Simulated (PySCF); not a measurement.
## Molecular orbitals of MoCl⁻

M06-2X at R = 2.523 Å; PySCF, scalar-relativistic core potentials, basis sets Mo def2-TZVPPD with ECP28, Cl def2-TZVPPD. State: ⁷Σ⁺ (septet), unpaired electrons σ ↑↑, π ↑↑, δ ↑↑. Only the outer orbitals are listed, counted within each symmetry, core potentials removing the inner ones.

```
spin  orbital  occ.  ε (eV)  on Mo (%)            main shells (%)
   α       1δ     1   -2.27        100                   100 Mo d
   α       1δ     1   -2.27        100                   100 Mo d
   α       8σ     1   -1.88         99           54 Mo d, 44 Mo s
   α       4π     1   -1.83         91            89 Mo d, 8 Cl p
   α       4π     1   -1.83         91            89 Mo d, 8 Cl p
   α       9σ     1   -0.41         93  42 Mo s, 28 Mo p, 23 Mo d
   α      10σ     0    4.05        100  91 Cl p, 66 Mo p, 34 Mo s
   α       5π     0    4.22        106                   104 Mo p
   α       5π     0    4.22        106                   104 Mo p
   β       8σ     0   -1.07         76  41 Mo p, 19 Mo d, 16 Mo s
   β       4π     0    0.34        102           77 Mo p, 24 Mo d
   β       4π     0    0.34        102           77 Mo p, 24 Mo d
```

Question: Which are the highest filled and the lowest empty level, where do they sit, and how wide is the gap?

Answer: Highest filled α 9σ at -0.41 eV (in %: 42 Mo s, 28 Mo p, 23 Mo d); lowest empty β 8σ at -1.07 eV (in %: 41 Mo p, 19 Mo d, 16 Mo s); the gap at M06-2X is -0.66 eV.

* bond order (Mayer): 0.43
* ⟨S²⟩: 12.004
* charge on Mo (Mulliken, basis-dependent): -0.29
* charge on Mo (Löwdin, basis-dependent): -0.38
* dipole moment (positive dipole points towards Cl; it is taken about the centre of mass and depends on that origin): -0.31 D

Shares are Mulliken populations and can fall outside 0 to 100 %.

Spin–orbit coupling is left out. Counting both spins, an empty level lies below a filled one in this solution, because spin and occupation are held. With d or f electrons several states lie close, and the lowest PBE0 determinant need not be the measured ground state.
